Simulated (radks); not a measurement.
Problem. Species: Gd3+. Configuration: [Xe] 4f7. Calculated with a radial shooting solver on a logarithmic mesh with Libxc functionals: scalar-relativistic Kohn-Sham, exchange-only LDA, spin-unpolarised, spherical densities, finite nucleus; Fermi nuclear charge, rms radius 5.1569 fm. Some entries of the table are withheld. Estimate them.

| orbital | occ. | eigenvalue (eV) | <r> (bohr) | r(max) (bohr) |
|---|---|---|---|---|
| 1s | 2 | -50070.10 | 0.02192 | 0.01393 |
| 2s | 2 | -8287.872 | 0.09335 | 0.07908 |
| 2p | 6 | -7382.092 | 0.08239 | 0.06396 |
| 3s | 2 | -1854.839 | 0.2447 | 0.2245 |
| 3p | 6 | (1) | 0.2432 | (2) |
| 3d | 10 | -1202.398 | 0.2213 | 0.1800 |
| 4s | 2 | -391.7004 | 0.5533 | 0.5157 |
| 4p | 6 | -299.1062 | 0.5857 | 0.5381 |
| 4d | 10 | -170.9158 | (3) | 0.5588 |
| 5s | 2 | (4) | 1.324 | 1.193 |
| 5p | 6 | -50.4759 | 1.533 | 1.348 |
| 4f | 7 | -32.2481 | 0.8538 | 0.5663 |

Solution. 
(1) 3p eigenvalue (eV): -1574.132
(2) 3p r(max) (bohr): 0.2202
(3) 4d <r> (bohr): 0.6366
(4) 5s eigenvalue (eV): -73.2661
